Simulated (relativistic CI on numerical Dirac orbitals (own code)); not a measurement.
## How well does a small relativistic CI reproduce Fe VII?

Computed by Dirac-Coulomb-Breit CI, separate exchange-only KLI orbitals for each configuration, model QED (radiative potential, 1s self-energy scaled to tabulated hydrogen-like ionisation energies), unscaled Slater integrals (own radial code, finite nucleus).

Configuration list (outside the closed core [Ne]): 3s2.3p6.3d2, 3s2.3p5.3d3, 3s2.3p6.3d.4s, 3s2.3p6.3d.4p, 3s.3p6.3d3, 3s2.3p6.3d.4d, 3s2.3p6.3d.5s, 3s2.3p6.3d.4f, 3s2.3p6.3d.5p, 3s2.3p6.3d.5d, 3s2.3p6.4s2, 3s2.3p6.3d.5f, 3s2.3p6.3d.6s, 3s2.3p6.3d.5g, 3s2.3p6.3d.6p, 3s2.3p5.3d2.4s, 3s2.3p6.3d.6d, 3s2.3p6.4s.4p, 3s2.3p5.3d2.4p, 3s2.3p6.4p2, 3s2.3p6.4s.4d, 3s2.3p5.3d2.4d, 3s2.3p6.4p.4d, 3s2.3p5.3d2.5s, 3s2.3p5.3d2.4f, 3s2.3p5.3d2.5p, 3p6.3d4, 3p5.3d5. Double excitations out of closed p, d and f shells are left out; levels of such configurations are missing from the list, as are those of other unlisted configurations, and high levels can miss mixing partners. These lack a partner that the ground configuration has and come out too high: 3s2.3p5.3d2.4s, 3s2.3p5.3d2.4p, 3s2.3p5.3d2.4d, 3s2.3p5.3d2.5s, 3s2.3p5.3d2.4f.

```tsv
Configuration	Term (tabulated)	J	Measured (cm⁻¹)	Computed	Error	Purity (%)
3s2.3p6.3d2	3F	2	0.0	0	0	99
3s2.3p6.3d2	3F	3	1051.5	1005	-46	100
3s2.3p6.3d2	3F	4	2331.5	2244	-88	100
3s2.3p6.3d2	1D	2	17475.5	19863	2388	92
3s2.3p6.3d2	3P	0	20040.3	22310	2270	99
3s2.3p6.3d2	3P	1	20430.1	22678	2248	99
3s2.3p6.3d2	3P	2	21278.6	23499	2221	92
3s2.3p6.3d2	1G	4	28927.3	31633	2705	100
3s2.3p6.3d2	1S	0	67078.3	77470	10392	100
3s2.3p6.3d.4s	3D	1	344463.3	343833	-630	99
3s2.3p6.3d.4s	3D	2	345028.7	344406	-623	97
3s2.3p6.3d.4s	3D	3	346262.2	345591	-671	99
3s2.3p6.3d.4s	1D	2	350332.6	350397	64	97
3s2.3p6.3d.4p	1D°	2	425386.1	424240	-1146	63
3s2.3p6.3d.4p	3D°	2	427784.7	425677	-2108	66
3s2.3p6.3d.4p	3F°	2	430213.4	430261	48	77
3s2.3p6.3d.4p	3F°	4	433871.2	434026	155	70
3s2.3p6.3d.4p	3P°	1	436952.2	437830	878	80
3s2.3p6.3d.4p	3P°	0	437001.3	437953	952	82
3s2.3p6.3d.4p	3P°	2	437558.0	438309	751	86
3s2.3p6.3d.4p	1F°	3	439811.6	441272	1460	98
3s2.3p6.3d.4p	1P°	1	443447.0	445175	1728	95
3s2.3p5.3d3	3P° †	1	561303.0	429849	-131454	70
3s2.3p6.3d.4f	3F°	2	660015.0	662904	2889	89
3s2.3p6.3d.4f	3F°	3	660358.0	663331	2973	88
3s2.3p6.3d.4f	3F°	4	661169.0	663833	2664	87
3s2.3p6.3d.4f	3G°	3	663097.0	666056	2959	90
3s2.3p6.3d.4f	1D°	2	663871.0	667710	3839	86
3s2.3p6.3d.4f	3G°	4	663950.0	666842	2892	93
3s2.3p6.3d.4f	3G°	5	664482.0	667455	2973	95
3s2.3p6.3d.4f	1F°	3	665417.0	669646	4229	65
3s2.3p6.3d.4f	3D°	1	665832.0	670460	4628	80
3s2.3p6.3d.4f	3D°	2	665923.0	670394	4471	67
3s2.3p6.3d.4f	3D°	3	666651.0	671188	4537	67
3s2.3p6.3d.4f	3P°	2	667899.0	671721	3822	67
3s2.3p6.3d.4f	3P° †	1	668253.0	671896	3643	82
3s2.3p6.3d.4f	3P° †	0	668489.0	671945	3456	92
3s2.3p6.3d.4f	1H°	5	669978.0	674402	4424	95
```

Measured levels from Corliss and Sugar, J. Phys. Chem. Ref. Data 11, 135 (1982); pairs were made by configuration, J and term (by order where the table uses no LS term), so strongly mixed levels may be paired wrongly.

Mean error by configuration (cm⁻¹): 3s2.3p6.3d2 2761; 3s2.3p6.3d.4s -465; 3s2.3p6.3d.4p 302; 3s2.3p6.3d.4f 3639. Over the excited levels the mean absolute error is 2379 cm⁻¹ (37 of the 65 excited levels that our extract of the source holds in range could be paired, and the others can miss by more), and the median relative error of those above 1,000 cm⁻¹ is 0.45 %. † marks terms whose computed intervals miss the measured ones by more than a factor of 2.5, or configurations far off the rest, from wrong mixing, a near crossing or a doubtful label or measurement; they are left out of the means.
